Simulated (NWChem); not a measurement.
Everything below was run with NWChem. System: iodine (I2), charge 0, spin multiplicity 1, at a geometry optimised with PBE0/def2-SVP with def2 effective core potentials on I. Level: LDA (SVWN5)/def2-TZVP with def2 effective core potentials on I.

Input file:

```
start mol
memory heap 200 mb stack 900 mb global 1100 mb
geometry units angstroms nocenter noautoz
  I      0.000000     0.000000     1.341220
  I      0.000000     0.000000    -1.341220
  symmetry group D2h
end
basis spherical
  * library def2-tzvp
end
ecp
  I library def2-ecp
end
dft
  xc slater vwn_5
  semidirect memsize 60000000 filesize 0
  iterations 100
end
task dft energy
```

NWChem printed:

```
             Northwest Computational Chemistry Package (NWChem) 7.3.0
             --------------------------------------------------------

                                NWChem Input Module
                                -------------------

 Scaling coordinates for geometry "geometry" by  1.889725989
 (inverse scale =  0.529177249)

 Turning off AUTOSYM since
 SYMMETRY directive was detected!

                             Geometry "geometry" -> ""
                             -------------------------

 Output coordinates in angstroms (scale by  1.889725989 to convert to a.u.)

  No.       Tag          Charge          X              Y              Z
 ---- ---------------- ---------- -------------- -------------- --------------
    1 I                   53.0000     0.00000000     0.00000000     1.34122000
    2 I                   53.0000     0.00000000     0.00000000    -1.34122000

 Effective nuclear repulsion energy (a.u.)     554.1443210063

            Nuclear Dipole moment (a.u.)
            ----------------------------
        X                 Y               Z
 ---------------- ---------------- ----------------
     0.0000000000     0.0000000000     0.0000000000

      Symmetry information
      --------------------

 Group name             D2h
 Group number             26
 Group order               8
 No. of unique centers     1

      Symmetry unique atoms

     1


 Summary of "ao basis" -> "" (spherical)
 ------------------------------------------------------------------------------
       Tag                 Description            Shells   Functions and Types
 ---------------- ------------------------------  ------  ---------------------
 *                         def2-tzvp                  on all atoms

                                 NWChem DFT Module
                                 -----------------

 Summary of "ao basis" -> "ao basis" (spherical)
 ------------------------------------------------------------------------------
       Tag                 Description            Shells   Functions and Types
 ---------------- ------------------------------  ------  ---------------------
 I                         def2-tzvp                16       50   6s5p3d2f

 Summary of "ao basis" -> "ao basis" (spherical)
 ------------------------------------------------------------------------------
       Tag                 Description            Shells   Functions and Types
 ---------------- ------------------------------  ------  ---------------------
 I                         def2-tzvp                16       50   6s5p3d2f

      Symmetry analysis of basis
      --------------------------

        ag         21
        au          5
        b1g         5
        b1u        21
        b2g        12
        b2u        12
        b3g        12
        b3u        12

            General Information
            -------------------
          SCF calculation type: DFT
          Wavefunction type:  closed shell.
          No. of atoms     :     2
          No. of electrons :    50
           Alpha electrons :    25
            Beta electrons :    25
          Charge           :     0
          Spin multiplicity:     1
          Use of symmetry is: on ; symmetry adaption is: on
          Maximum number of iterations: 100
          AO basis - number of functions:   100
                     number of shells:    32
          Convergence on energy requested:  1.00D-06
          Convergence on density requested:  1.00D-05
          Convergence on gradient requested:  5.00D-04

              XC Information
              --------------
                        Slater Exchange Functional  1.000 local
                      VWN V Correlation Functional  1.000 local

             Grid Information
             ----------------
          Grid used for XC integration:  medium
          Radial quadrature: Mura-Knowles
          Angular quadrature: Lebedev.
          Tag              B.-S. Rad. Rad. Pts. Rad. Cut. Ang. Pts.
          ---              ---------- --------- --------- ---------
          I                   1.40      123          10.0       590
          Grid pruning is: on
          Number of quadrature shells:   123
          Spatial weights used:  Erf1

          Convergence Information
          -----------------------
          Convergence aids based upon iterative change in
          total energy or number of iterations.
          Levelshifting, if invoked, occurs when the
          HOMO/LUMO gap drops below (HL_TOL):  1.00D-02
          DIIS, if invoked, will attempt to extrapolate
          using up to (NFOCK): 10 stored Fock matrices.

                    Damping( 0%)  Levelshifting(0.5)       DIIS
                  --------------- ------------------- ---------------
          dE  on:    start            ASAP                start
          dE off:    2 iters        100 iters           100 iters

      Screening Tolerance Information
      -------------------------------
          Density screening/tol_rho:  1.00D-10
          AO Gaussian exp screening on grid/accAOfunc:  14
          CD Gaussian exp screening on grid/accCDfunc:  20
          XC Gaussian exp screening on grid/accXCfunc:  20
          Schwarz screening/accCoul:  1.00D-08

      Superposition of Atomic Density Guess
      -------------------------------------

 Sum of atomic energies:        -694.32366316

      Non-variational initial energy
      ------------------------------

 Total energy =    -593.368165
 1-e energy   =   -1281.247503
 2-e energy   =     564.582720
 HOMO         =      -0.294298
 LUMO         =      -0.134656

      Symmetry analysis of molecular orbitals - initial
      -------------------------------------------------

 !! scf_movecs_sym_adapt:   68 vectors were symmetry contaminated

  Symmetry fudging

 !! scf_movecs_sym_adapt:   52 vectors were symmetry contaminated

  Numbering of irreducible representations:

     1 ag          2 au          3 b1g         4 b1u         5 b2g
     6 b2u         7 b3g         8 b3u

  Orbital symmetries:

     1 ag          2 b1u         3 ag          4 b1u         5 b2u
     6 b3u         7 b3g         8 b2g         9 ag         10 b3u
    11 b2u        12 b2g        13 b3g        14 ag         15 b1g
    16 b1u        17 au         18 b1u        19 ag         20 b1u
    21 ag         22 b3u        23 b2u        24 b2g        25 b3g
    26 b1u        27 b1u        28 ag         29 b2u        30 b3u
    31 b2u        32 b3u        33 b3g        34 b2g        35 ag

------------------------------------------------------------
EAF file 0: "./mol.aoints.0" size=524288 bytes
------------------------------------------------------------
               write      read    awrite     aread      wait
               -----      ----    ------     -----      ----
     calls:        1         0         0         0         0
   data(b): 5.24e+05  0.00e+00  0.00e+00  0.00e+00
   time(s): 0.00e+00  0.00e+00  0.00e+00  0.00e+00  0.00e+00
rate(mb/s): 0.00e+00  0.00e+00
------------------------------------------------------------

 !! scf_movecs_sym_adapt:   16 vectors were symmetry contaminated

  Symmetry fudging

 !! scf_movecs_sym_adapt:    8 vectors were symmetry contaminated

   convergence    iter        energy       DeltaE   RMS-Dens  Diis-err    time
 ---------------- ----- ----------------- --------- --------- ---------  ------
 d= 0,ls=0.0,diis     1   -594.5806332813 -7.18D+02  1.30D-02  3.97D-01     3.6

 !! scf_movecs_sym_adapt:   14 vectors were symmetry contaminated

  Symmetry fudging

 !! scf_movecs_sym_adapt:    4 vectors were symmetry contaminated

 d= 0,ls=0.0,diis     2   -594.5945360563 -1.39D-02  4.93D-03  2.88D-01     3.7

 !! scf_movecs_sym_adapt:   10 vectors were symmetry contaminated

  Symmetry fudging

 !! scf_movecs_sym_adapt:    4 vectors were symmetry contaminated

 d= 0,ls=0.0,diis     3   -594.6130911659 -1.86D-02  1.49D-03  9.23D-02     3.8

 !! scf_movecs_sym_adapt:   18 vectors were symmetry contaminated

  Symmetry fudging

 !! scf_movecs_sym_adapt:    6 vectors were symmetry contaminated

 d= 0,ls=0.0,diis     4   -594.6196048773 -6.51D-03  2.63D-04  1.41D-04     3.9

 !! scf_movecs_sym_adapt:   16 vectors were symmetry contaminated

  Symmetry fudging

 !! scf_movecs_sym_adapt:    6 vectors were symmetry contaminated

 d= 0,ls=0.0,diis     5   -594.6196243863 -1.95D-05  7.85D-05  4.94D-05     4.0

 !! scf_movecs_sym_adapt:   16 vectors were symmetry contaminated

  Symmetry fudging

 !! scf_movecs_sym_adapt:    4 vectors were symmetry contaminated

  Resetting Diis
 d= 0,ls=0.0,diis     6   -594.6196296110 -5.22D-06  5.86D-06  4.48D-07     4.1

 !! scf_movecs_sym_adapt:   14 vectors were symmetry contaminated

  Symmetry fudging

 !! scf_movecs_sym_adapt:    4 vectors were symmetry contaminated

 d= 0,ls=0.0,diis     7   -594.6196296585 -4.75D-08  1.50D-06  6.32D-09     4.2

         Total DFT energy =     -594.619629658469
      One electron energy =    -1281.110829913901
           Coulomb energy =      606.753800323377
    Exchange-Corr. energy =      -43.559218305374
 Nuclear repulsion energy =      123.296618237430

 Numeric. integr. density =       50.000003691126

     Total iterative time =      2.5s

                  Occupations of the irreducible representations
                  ----------------------------------------------

                     irrep           alpha         beta
                     --------     --------     --------
                     ag                6.0          6.0
                     au                1.0          1.0
                     b1g               1.0          1.0
                     b1u               5.0          5.0
                     b2g               3.0          3.0
                     b2u               3.0          3.0
                     b3g               3.0          3.0
                     b3u               3.0          3.0

                       DFT Final Molecular Orbital Analysis
                       ------------------------------------

 Vector   23  Occ=2.000000D+00  E=-2.938954D-01  Symmetry=b2u
              MO Center= -1.7D-19, -7.7D-17, -9.2D-17, r^2= 3.4D+00
   Bfn.  Coefficient  Atom+Function         Bfn.  Coefficient  Atom+Function
  ----- ------------  ---------------      ----- ------------  ---------------
    17      0.373735  1 I  py                67      0.373735  2 I  py
    11     -0.319184  1 I  py                61     -0.319184  2 I  py
    14      0.255978  1 I  py                64      0.255978  2 I  py
    20      0.160018  1 I  py                70      0.160018  2 I  py
     8     -0.040474  1 I  py                58     -0.040474  2 I  py

 Vector   24  Occ=2.000000D+00  E=-2.355447D-01  Symmetry=b3g
              MO Center=  3.9D-19, -2.4D-16,  2.0D-16, r^2= 4.1D+00
   Bfn.  Coefficient  Atom+Function         Bfn.  Coefficient  Atom+Function
  ----- ------------  ---------------      ----- ------------  ---------------
    17      0.400864  1 I  py                67     -0.400864  2 I  py
    11     -0.346025  1 I  py                61      0.346025  2 I  py
    14      0.288813  1 I  py                64     -0.288813  2 I  py
    20      0.224050  1 I  py                70     -0.224050  2 I  py
     8     -0.043696  1 I  py                58      0.043696  2 I  py

 Vector   25  Occ=2.000000D+00  E=-2.355447D-01  Symmetry=b2g
              MO Center= -2.5D-16, -1.5D-19,  2.5D-16, r^2= 4.1D+00
   Bfn.  Coefficient  Atom+Function         Bfn.  Coefficient  Atom+Function
  ----- ------------  ---------------      ----- ------------  ---------------
    16      0.400864  1 I  px                66     -0.400864  2 I  px
    10     -0.346025  1 I  px                60      0.346025  2 I  px
    13      0.288813  1 I  px                63     -0.288813  2 I  px
    19      0.224050  1 I  px                69     -0.224050  2 I  px
     7     -0.043696  1 I  px                57      0.043696  2 I  px

 Vector   26  Occ=0.000000D+00  E=-1.729046D-01  Symmetry=b1u
              MO Center=  1.1D-14,  1.1D-14,  4.3D-12, r^2= 4.8D+00
   Bfn.  Coefficient  Atom+Function         Bfn.  Coefficient  Atom+Function
  ----- ------------  ---------------      ----- ------------  ---------------
    18      0.421636  1 I  pz                68      0.421636  2 I  pz
    12     -0.353477  1 I  pz                62     -0.353477  2 I  pz
    21      0.326907  1 I  pz                71      0.326907  2 I  pz
    15      0.306823  1 I  pz                65      0.306823  2 I  pz
     5     -0.201041  1 I  s                 55      0.201041  2 I  s

 Vector   27  Occ=0.000000D+00  E= 8.271348D-02  Symmetry=ag
              MO Center=  6.2D-17,  1.4D-16, -3.5D-12, r^2= 7.0D+00
   Bfn.  Coefficient  Atom+Function         Bfn.  Coefficient  Atom+Function
  ----- ------------  ---------------      ----- ------------  ---------------
    21      0.768985  1 I  pz                71     -0.768985  2 I  pz
    18     -0.517518  1 I  pz                68      0.517518  2 I  pz
    34      0.341490  1 I  d  0              84      0.341490  2 I  d  0
    24     -0.142458  1 I  d  0              74     -0.142458  2 I  d  0
     5      0.134386  1 I  s                 55      0.134386  2 I  s

 Vector   28  Occ=0.000000D+00  E= 9.745065D-02  Symmetry=b1u
              MO Center=  4.5D-18,  4.5D-18, -5.2D-13, r^2= 1.2D+01
   Bfn.  Coefficient  Atom+Function         Bfn.  Coefficient  Atom+Function
  ----- ------------  ---------------      ----- ------------  ---------------
    21      1.525674  1 I  pz                71      1.525674  2 I  pz
     6     -0.732761  1 I  s                 56      0.732761  2 I  s
    18     -0.561926  1 I  pz                68     -0.561926  2 I  pz
    34     -0.345944  1 I  d  0              84      0.345944  2 I  d  0
    12      0.183457  1 I  pz                62      0.183457  2 I  pz

 center of mass
 --------------
 x =   0.00000000 y =   0.00000000 z =   0.00000000

 moments of inertia (a.u.)
 ------------------
        1630.386986000535           0.000000000000           0.000000000000
           0.000000000000        1630.386986000535           0.000000000000
           0.000000000000           0.000000000000           0.000000000000

     Multipole analysis of the density
     ---------------------------------

     L   x y z        total         alpha         beta         nuclear
     -   - - -        -----         -----         ----         -------
     0   0 0 0     -0.000000    -25.000000    -25.000000     50.000000

     1   1 0 0      0.000000      0.000000      0.000000      0.000000
     1   0 1 0      0.000000      0.000000      0.000000      0.000000
     1   0 0 1     -0.000000     -0.000000     -0.000000      0.000000

     2   2 0 0    -40.653013    -20.326506    -20.326506      0.000000
     2   1 1 0     -0.000000     -0.000000     -0.000000      0.000000
     2   1 0 1     -0.000000     -0.000000     -0.000000      0.000000
     2   0 2 0    -40.653013    -20.326506    -20.326506      0.000000
     2   0 1 1     -0.000000     -0.000000     -0.000000      0.000000
     2   0 0 2    -34.902523   -178.048370   -178.048370    321.194217

 Task  times  cpu:        4.2s     wall:        4.2s

 Total times  cpu:        4.2s     wall:        4.2s
```
